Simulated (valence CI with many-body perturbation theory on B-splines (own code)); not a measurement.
# From CI to CI+MBPT in In¹⁵⁺

Computed by valence CI with perturbative core correlation (CI+MBPT): six valence electrons over a frozen Dirac-Fock core [Ar] 3d10, radial functions for each j: 9 s, 9 p, 8 d, 6 f, 3 g, 1 h, with the one-electron correlation potential Σ1, the two-electron term Σ2, the three-electron term Σ3, Breit, model QED; selected CI, second order for the rest, scaled by the run's own slope (own B-spline code, finite nucleus).

No measured levels were compared; by estimate levels hold to about 250 cm⁻¹ or 0.2 % of their energy and the worst to 1 %, as in measured heavy ions of charge 2 to 7; those with d or f electrons hold less well. Among the levels kept, up to 1200 cm⁻¹ of a level comes from second order outside the variational space, and about a tenth of that is noise between levels of different J, which matters for small intervals.

Each rung adds one term. CI alone is the Dirac-Coulomb CI over the frozen core; QED comes last and gives the full result, which names the levels. Energies are above 4s2.4p4 3P_2 on the same rung, in cm⁻¹.

Names give the largest LS component (configuration and term), which can be under half, so a name can repeat, a term be missing and a line seem to break the LS rules; names also repeat where a configuration has a term twice. Letters in brackets count levels of one name in rising energy.

| Level | CI alone | Σ1 | Σ2 | Σ3 | Breit | QED | Full |
| --- | --- | --- | --- | --- | --- | --- | --- |
| 4s2.4p4 3P_0 | 30805 | +98 | -408 | -136 | -28 | +8 | 30339 |
| 4s2.4p4 3P_1 | 63694 | +655 | +472 | +42 | -935 | +131 | 64060 |
| 4s2.4p4 1D_2 | 84173 | +669 | +80 | -67 | -981 | +124 | 83998 |
| 4s2.4p4 1S_0 | 166369 | +1300 | +158 | -170 | -1802 | +231 | 166085 |
| 4s.4p5 3P°_2 | 392682 | +936 | +820 | +307 | -248 | -1154 | 393343 |
| 4s.4p5 3P°_1 | 423135 | +1096 | +450 | +284 | -473 | -1090 | 423401 |
| 4s.4p5 3P°_0 | 460085 | +1558 | +1419 | +329 | -1131 | -996 | 461262 |
| 4s.4p5 1P°_1 | 508184 | +1432 | -1013 | +211 | -1165 | -887 | 506762 |
| 4s2.4p3.4d 5D°_2 [a] | 529065 | +554 | +471 | +373 | -963 | -137 | 529363 |
| 4s2.4p3.4d 5D°_3 | 531832 | +634 | +543 | +409 | -1176 | -118 | 532123 |
| 4s2.4p3.4d 5D°_0 | 532196 | +641 | +358 | +411 | -942 | -115 | 532548 |
| 4s2.4p3.4d 5D°_1 | 537059 | +742 | +291 | +431 | -1149 | -118 | 537255 |
| 4s2.4p3.4d 5D°_4 | 542121 | +793 | +470 | +434 | -1496 | -74 | 542249 |
| 4s2.4p3.4d 5D°_2 [b] | 554218 | +841 | +262 | +397 | -1466 | -93 | 554160 |
| 4s2.4p3.4d 3G°_3 | 580044 | +961 | +275 | +299 | -1624 | -59 | 579895 |
| 4s2.4p3.4d 3D°_1 [a] | 584841 | +1073 | +575 | +374 | -1748 | -29 | 585087 |
| 4s2.4p3.4d 3F°_2 [a] | 586843 | +1068 | +619 | +390 | -1733 | -39 | 587149 |
| 4s2.4p3.4d 1S°_0 | 588300 | +1077 | +507 | +425 | -1702 | -19 | 588588 |
| 4s2.4p3.4d 3F°_3 [a] | 594964 | +1116 | +513 | +359 | -1887 | -29 | 595036 |

The middle columns are the shifts that each term adds.

(1) How does the ionisation energy move along the ladder, and which term matters most?

## Answers

(1) CI alone 396.99, + Σ1 398.07, + Σ2 398.15, + Σ3 397.92, + Breit 397.74, + QED 397.74 eV. The largest step is Σ1, 1.08 eV. NIST lists 396 ± 3 eV (theoretical).
